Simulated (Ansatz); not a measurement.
Reaction (silylene formation by 1,1-elimination): `CO[SiH2][SiH2]F` → `CO[SiH3]` + `F[SiH]`

Isolated molecules relaxed with PBE0-D4/def2-TZVP in Ansatz; ΔE leaves out vibrations. CBS: MP2 limit from def2 TZ/QZ plus the TZ coupled-cluster correction, frozen cores. This one scheme is used for every species. One conformer a species, not always the lowest.

| species | SCS-MP2/def2-TZVPP energy (Eh) |
| --- | --- |
| `CO[SiH2][SiH2]F` | -795.22669 |
| `CO[SiH3]` | -405.79587 |
| `F[SiH]` | -389.36173 |

Task: Work out ΔE.

Result: ΔE = (-405.79587) + (-389.36173) − (-795.22669) = 0.06909 Eh = +181.4 kJ/mol. CCSD(T)/CBS gives +187.3 kJ/mol.

Largest T1 diagnostic among the species: 0.015.

Leaving LDA and LC-ωPBE aside and taking each functional with its dispersion term where it has one, the values, not all of them listed here, spread over 38.4 kJ/mol, from BLYP-D4 to r2SCAN0-D4. LDA lies +29.4 kJ/mol from PBE without D4. At CCSD(T), def2-SVP lies −18.4 kJ/mol from the extrapolated value and def2-TZVPP −6.4 kJ/mol. The D4 term adds +14.0 kJ/mol with B3LYP and +7.9 kJ/mol with PBE0; it sums over pairs of atoms, weighted by their polarisabilities, and B3LYP, whose exchange is more repulsive, gets the larger term.

B3LYP here is the variant with VWN-RPA as its local correlation; programs differ in this.
